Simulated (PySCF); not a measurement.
## Stretching MgPb

Set-up: basis Mg def2-SVP, Pb def2-SVP with ECP60; scalar-relativistic core potentials; PySCF 2.14. Energies in eV from Mg + Pb in their ground configurations at the same level. All curves are PBE0. state 1: ³Σ⁻ (triplet), unpaired electrons π ↑↑; state 2: Ms = 0 determinant of mixed spin (⟨S²⟩ near 1.0), unpaired electrons π ↑↓, a mixture of terms (⟨Lz²⟩ = 2.0), a second solution, started from another occupation; state 3: ³Π (triplet), unpaired electrons σ ↑, π ↑, a second solution, started from another occupation; state 4: Ms = 0 determinant of mixed spin (⟨S²⟩ near 1.0), unpaired electrons σ ↓, π ↑, a second solution, started from another occupation.

```json
{"R (Å)": "2.442", "state 1": "-0.4361", "state 2": "-0.1682", "state 3": "0.6274", "state 4": "0.7109"}
{"R (Å)": "2.555", "state 1": "-0.6690", "state 2": "-0.3994", "state 3": "0.2290", "state 4": "0.3174"}
{"R (Å)": "2.669", "state 1": "-0.7933", "state 2": "-0.5209", "state 3": "-0.0361", "state 4": "0.0592"}
{"R (Å)": "2.754", "state 1": "-0.8358", "state 2": "-0.5609", "state 3": "-0.1696", "state 4": "-0.0678"}
{"R (Å)": "2.839", "state 1": "-0.8469", "state 2": "-0.5693", "state 3": "-0.2611", "state 4": "-0.1515"}
{"R (Å)": "2.924", "state 1": "-0.8351", "state 2": "-0.5547", "state 3": "-0.3197", "state 4": "-0.2014"}
{"R (Å)": "3.038", "state 1": "-0.7946", "state 2": "-0.5110", "state 3": "-0.3598", "state 4": "-0.2282"}
{"R (Å)": "3.180", "state 1": "-0.7204", "state 2": "-0.4334", "state 3": "-0.3682", "state 4": "-0.2179"}
{"R (Å)": "3.350", "state 1": "-0.6168", "state 2": "-0.3267", "state 3": "-0.3423", "state 4": "-0.1679"}
{"R (Å)": "3.577", "state 1": "-0.4792", "state 2": "-0.1864", "state 3": "-0.2823", "state 4": "-0.0757"}
```

Task: Put a parabola through the three lowest points of the state 1 curve and estimate Re, k and ωe (reduced mass 21.5 u; 1 eV/Å² = 0.16022 mdyn/Å; ωe = 1302.8·√(k/μ) cm⁻¹).

Result: Through R = 2.754, 2.839, 2.924 Å the second-order coefficient is 1.58 eV/Å², so Re ≈ 2.838 Å, k ≈ 0.508 mdyn/Å and ωe ≈ 200 cm⁻¹. A polynomial fit of higher order to the unrounded PBE0 energies gives Re = 2.833 Å, k = 0.516 mdyn/Å, ωe = 202 cm⁻¹; anharmonicity and rounding make the difference.

The higher-order fit for each curve: state 1: Re = 2.833 Å, ωe = 202 cm⁻¹, De = 0.85 eV; state 2: Re = 2.823 Å, ωe = 206 cm⁻¹, minimum 0.57 eV below the ground-state fragments; state 3: Re = 3.140 Å, ωe = 143 cm⁻¹, minimum 0.369 eV below the ground-state fragments; state 4: Re = 3.071 Å, ωe = 167 cm⁻¹, minimum 0.229 eV below the ground-state fragments.

Closed-shell solutions of metal pairs were not tested for spin polarisation, which can lower them a little. Spin–orbit coupling is left out, which matters for elements this heavy, above all for dissociation energies. The state is the lowest determinant that a PBE0 search found; another state may lie lower at other levels.
